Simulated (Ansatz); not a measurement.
Cartesian coordinates in Å:
```
S -0.186 1.472 -0.043
C 0.461 0.044 0.954
O 0.222 -1.149 0.346
Zn -0.931 -0.998 -1.071
H 0.808 1.482 -0.948
H -0.064 0.161 1.913
H 1.528 0.232 1.120
H -1.837 -1.242 -2.271
```

The species carries charge 0 and has multiplicity 1.

(1) List the r2SCAN/def2-TZVPP orbital energies in eV (Ansatz 0.2.0). (Estimate.)

Answers

(1) Computed: Occupied: -9435.01, -2409.65, -1144.35, -1006.97, -1006.96, -1006.87, -515.19, -275.35, -214.08, -158.16, -158.06, -157.95, -130.31, -86.13, -86.10, -85.94, -26.17, -20.00, -16.41, -12.90, -12.38, -12.21, -11.95, -11.94, -11.78, -10.92, -10.54, -9.56, -8.45, -7.21, -6.50, -6.31. Lowest empty: -0.95, -0.55, -0.08, 0.13, 0.62, 2.27, 2.82, 3.16.
